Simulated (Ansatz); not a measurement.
Born–Oppenheimer molecular dynamics of C2H8O2SSi (14 atoms, charge 0, multiplicity 1). It goes on from the last frame of an earlier run, with new velocities.

Computed with RKS B3LYP-D4/STO-3G (Ansatz).

- ensemble: NVE (velocity Verlet)
- time step: 0.5 fs
- steps asked: 297
- starting velocities drawn for: 500 K
- seed: 910659

First frame:

```xyz
14
Properties=species:S:1:pos:R:3
C -0.462 -1.546 0.701
C 0.477 -0.469 0.027
O 1.789 -0.682 0.678
S 0.572 -0.745 -1.820
Si -0.159 1.326 0.306
O -0.734 1.888 -1.222
H -0.487 -1.435 1.810
H -1.502 -1.461 0.315
H -0.107 -2.575 0.505
H 2.417 -0.096 0.105
H -0.052 0.478 -2.079
H -1.201 1.393 1.334
H 0.969 2.212 0.595
H -1.739 1.656 -1.234
```

(1) How far do the bonds stretch over the last three quarters of this one trajectory? (Pairs bonded in most of those frames.)

## Answers

(1) 
```json
{"bond": "C1–C2", "mean (Å)": "1.577", "spread (Å)": "0.035", "shortest": "1.51", "longest": "1.64"}
{"bond": "C1–H7", "mean (Å)": "1.104", "spread (Å)": "0.008", "shortest": "1.09", "longest": "1.12"}
{"bond": "C1–H8", "mean (Å)": "1.103", "spread (Å)": "0.014", "shortest": "1.07", "longest": "1.13"}
{"bond": "C1–H9", "mean (Å)": "1.104", "spread (Å)": "0.023", "shortest": "1.06", "longest": "1.15"}
{"bond": "C2–O3", "mean (Å)": "1.489", "spread (Å)": "0.041", "shortest": "1.41", "longest": "1.56"}
{"bond": "C2–S4", "mean (Å)": "1.865", "spread (Å)": "0.038", "shortest": "1.80", "longest": "1.93"}
{"bond": "C2–Si5", "mean (Å)": "1.946", "spread (Å)": "0.038", "shortest": "1.87", "longest": "2.01"}
{"bond": "O3–H10", "mean (Å)": "1.031", "spread (Å)": "0.005", "shortest": "1.02", "longest": "1.04"}
{"bond": "S4–H11", "mean (Å)": "1.392", "spread (Å)": "0.027", "shortest": "1.33", "longest": "1.44"}
{"bond": "Si5–O6", "mean (Å)": "1.737", "spread (Å)": "0.014", "shortest": "1.70", "longest": "1.76"}
{"bond": "Si5–H12", "mean (Å)": "1.451", "spread (Å)": "0.015", "shortest": "1.43", "longest": "1.48"}
{"bond": "Si5–H13", "mean (Å)": "1.448", "spread (Å)": "0.011", "shortest": "1.43", "longest": "1.46"}
{"bond": "O6–H14", "mean (Å)": "1.025", "spread (Å)": "0.034", "shortest": "0.97", "longest": "1.07"}
```

Mean temperature of the second half: 266 K. The conserved energy stayed within 0.25 meV per atom of its start (net change 0.18 meV per atom), so the integration is sound. Over the second half the temperature averaged 0.53 of the 500 K drawn at the start: a run that starts near a minimum puts about half its kinetic energy into the potential. A run of 0.15 ps of so small a system gives no equilibrium averages. Limits of this set-up: minimal basis.

Run time: 20 min on 1 thread of Arm Neoverse V1, on a shared host, peak memory 0.13 GiB.
